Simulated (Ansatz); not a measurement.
def2 core potentials replace the inner electrons of Te.

Calculation: frozen-core CCSD(T)/def2-TZVPP // B3LYP-D3(BJ)/def2-SVP (Ansatz, a program for electronic structure).

Ansatz 0.2 input:
```yaml
crystal:
  periodic: [false, false, false]
  atoms:
    - { symbol: C, position_ang: [-1.171336, 0.157767, -0.021101] }
    - { symbol: C, position_ang: [-0.110648, -0.886537, 0.291525] }
    - { symbol: Te, position_ang: [1.669235, -0.629415, -0.957826] }
    - { symbol: O, position_ang: [1.805292, 1.361079, -0.614692] }
    - { symbol: H, position_ang: [-0.744215, 1.169845, 0.046856] }
    - { symbol: H, position_ang: [-2.009362, 0.086445, 0.693418] }
    - { symbol: H, position_ang: [-1.57247, 0.031726, -1.038423] }
    - { symbol: H, position_ang: [0.222803, -0.839546, 1.33803] }
    - { symbol: H, position_ang: [-0.449182, -1.915832, 0.089073] }
    - { symbol: H, position_ang: [2.359781, 1.464368, 0.173041] }
basis:
  gaussian: { orbitals: def2-TZVPP }
correlation:
  method: ccsd_t
```

Output:

```
Functional definition: HF
1512 factors; integrals over basis functions are off by at most 1.1e-3 eV
mean field evaluation 1: about -11455.5752 eV, gradient 4.2e1 eV
mean field evaluation 2: about -11455.7991 eV, gradient 4.2e1 eV
mean field evaluation 4: about -11459.6178 eV, gradient 5.0e0 eV
mean field evaluation 8: about -11459.6941 eV, gradient 4.6e-1 eV
mean field evaluation 16: about -11455.5749 eV, gradient 4.2e1 eV
mean field -11459.69477476 eV, -421.1360153125 hartree, gradient 1.9e-6 eV, S^2 0.000000; 0 other end points of the search recorded, 0 dependent functions left out
7 core orbitals not correlated
reference -11459.69477476 eV, -421.1360153125 hartree; 18, 18 occupied and 202, 202 virtual orbitals, 1512 factors
second order -29.09545982 eV of doubles, -0.00000000 eV of singles
cycle   1  -28.31131600 eV  change    7.8e-1 eV  update   1.2e-1
cycle   2  -28.99092918 eV  change   -6.8e-1 eV  update   3.9e-2
cycle   3  -29.15803132 eV  change   -1.7e-1 eV  update   2.1e-2
cycle   4  -29.14211182 eV  change    1.6e-2 eV  update   5.8e-3
cycle   5  -29.13851696 eV  change    3.6e-3 eV  update   3.1e-3
cycle   6  -29.14091514 eV  change   -2.4e-3 eV  update   1.2e-3
cycle   7  -29.14082188 eV  change    9.3e-5 eV  update   5.7e-4
cycle   8  -29.14038750 eV  change    4.3e-4 eV  update   2.5e-4
cycle   9  -29.14050849 eV  change   -1.2e-4 eV  update   1.4e-4
cycle  10  -29.14053774 eV  change   -2.9e-5 eV  update   6.9e-5
cycle  11  -29.14048248 eV  change    5.5e-5 eV  update   2.9e-5
cycle  12  -29.14052363 eV  change   -4.1e-5 eV  update   1.2e-5
cycle  13  -29.14052698 eV  change   -3.3e-6 eV  update   4.0e-6
perturbative correction -0.99639696 eV, -0.0366169129 hartree
Total energy: -11489.83169871 eV, -422.2435268398 hartree
```

Cost: very roughly 7 core-minutes.
